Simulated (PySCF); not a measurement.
C$_{3}$H$_{9}$ClGe, charge +1, doublet, geometry from GFN2-xTB (a state made from the parent by changing its charge; the spin is typed, not shown lowest). Base run: HF/STO-3G run with PySCF.

Input for PySCF:
```python
from pyscf import gto, scf

mol = gto.Mole()
mol.atom = '''
    C    -0.79832836    1.63350543   -1.14258380
    Ge   -0.07027058    0.02770126   -0.23231321
    C     1.63686824   -0.80349619   -1.04529117
    C    -1.24063450   -1.67354742   -0.27864399
    Cl    0.35549585    0.40607379    1.79514818
    H    -1.01299556    1.42270273   -2.18754246
    H    -1.71450687    1.95290625   -0.64724483
    H    -0.07725723    2.44795046   -1.08345391
    H     1.96700529   -1.62399928   -0.41633254
    H     1.40104496   -1.13936210   -2.04979491
    H     2.36268877    0.00504959   -1.05426793
    H    -1.35645007   -1.97312739   -1.31512114
    H    -2.18838683   -1.37102865    0.15826585
    H    -0.76334571   -2.44955723    0.31110930
'''
mol.basis = 'sto-3g'
mol.charge = 1
mol.spin = 1
mol.verbose = 3
mol.build()

mf = scf.UHF(mol)
mf.kernel()
mo_i, mo_e, stable_i, stable_e = mf.stability(internal=True, external=True, return_status=True, nroots=6, tol=1e-6)
print('internally stable:', stable_i, ' externally stable:', stable_e)
if not stable_i:
    umf = mf.copy()
    umf.scf_summary = {}
    umf.kernel(umf.make_rdm1(mo_i, mf.mo_occ))
mf.analyze()
```

The bond that is stretched is that between atoms 7 and 1. A test that says stable can miss a lower solution.

The base run was repeated with changes; each row names its change, and settings that it needs were set with it.

```json
[
 {"change": "base", "ΔE vs base (kcal/mol)": "0.000", "<S^2>": "0.796", "stability test says": "stable", "outcome": "converged"},
 {"change": "bond × 1.25", "ΔE vs base (kcal/mol)": "27.42", "<S^2>": "0.796", "stability test says": "stable", "outcome": "converged"},
 {"change": "bond × 1.5", "ΔE vs base (kcal/mol)": "74.8", "<S^2>": "0.980", "stability test says": "stable", "outcome": "converged"},
 {"change": "bond × 1.8", "ΔE vs base (kcal/mol)": "-", "<S^2>": "-", "stability test says": "-", "outcome": "not converged"},
 {"change": "bond × 2.2", "ΔE vs base (kcal/mol)": "-", "<S^2>": "-", "stability test says": "-", "outcome": "not converged"},
 {"change": "bond × 3.0", "ΔE vs base (kcal/mol)": "207.1", "<S^2>": "1.060", "stability test says": "internal instability", "outcome": "converged"}
]
```

On stretching, the SCF can end on different states; <S^2> shows the spin contamination of each.
